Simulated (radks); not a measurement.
Species: Lu. Configuration: [Xe] 4f14 5d1 6p2 (not the ground configuration). All-electron calculation, scalar-relativistic Kohn-Sham, PBEsol, spin-polarised, spherical densities, point nucleus; open shells are filled with parallel spins first (spin-orbit coupling, left out, can overturn this in heavy ions). Program: a radial shooting solver on a logarithmic mesh with Libxc functionals.

Normalised radial functions P(r) = r R(r), r in bohr:

r	5p up	5p down
0.001131	0.0017	0.0017
0.001829	0.0037	0.0038
0.002932	0.0083	0.0083
0.004738	0.0183	0.0184
0.007595	0.0388	0.0390
0.01227	0.0788	0.0793
0.01968	0.1429	0.1438
0.03155	0.2140	0.2153
0.05099	0.2115	0.2128
0.08174	0.0118	0.0119
0.1321	-0.2957	-0.2976
0.2118	-0.1628	-0.1638
0.3422	0.4241	0.4268
0.5487	0.2017	0.2025
0.8797	-0.7323	-0.7370
1.422	-0.9086	-0.9098
2.279	-0.3840	-0.3783
3.683	-0.0562	-0.0537
5.905	-0.0020	-0.0017
9.543	0.0000	0.0000
15.3	0.0000	0.0000

5p up: eigenvalue -34.500 eV, 3 radial nodes at r = 0.0832, 0.243, 0.610 bohr, <r> = 1.39 bohr, 90 % of the charge inside 2.05 bohr. 5p down: eigenvalue -33.998 eV, 3 radial nodes at r = 0.0832, 0.243, 0.610 bohr, <r> = 1.39 bohr, 90 % of the charge inside 2.04 bohr.
